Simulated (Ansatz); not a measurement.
Basis sets compared for InCl2(SiH3) (InSiH3Cl2). Total charge 0; singlet. Geometry PBE0-D4/def2-SVP. Ansatz on 4 threads of Arm Neoverse V1 on a shared host; times are rough, and most runs start from earlier orbitals.

```xyz
7

In   -0.768    0.839   -0.599
Cl   -2.035    2.498    0.482
Cl   -1.063    0.959   -2.928
Si    0.747   -0.845    0.595
H     0.833   -2.093   -0.217
H     0.188   -1.135    1.946
H     2.098   -0.222    0.721
```

In the def2 sets In takes a core potential; there is no spin–orbit coupling.

Binding counts from free atoms (In doublet, Cl doublet, Si triplet, H doublet) in the same basis, without a counterpoise term.

```tsv
level	functions	energy (Eh)	HOMO (eV)	LUMO (eV)	binding per atom (eV)	wall time
PBE-D4/def2-SVP	95	-1401.0227	-7.00	-2.71	2.71	0.85 s
PBE0-D4/def2-SVP	95	-1401.1323	-8.24	-2.07	2.69	1.2 s
```

Problem. Estimate the rows for PBE-D4/def2-TZVP, PBE0-D4/def2-TZVP (with forces).

Solution. 
| level | functions | energy (Eh) | HOMO (eV) | LUMO (eV) | binding per atom (eV) | wall time |
| --- | --- | --- | --- | --- | --- | --- |
| PBE-D4/def2-TZVP | 179 | -1401.4545 | -7.14 | -2.88 | 2.72 | 1.7 s |
| PBE0-D4/def2-TZVP (with forces) | 179 | -1401.5583 | -8.33 | -2.20 | 2.71 | 4 s |
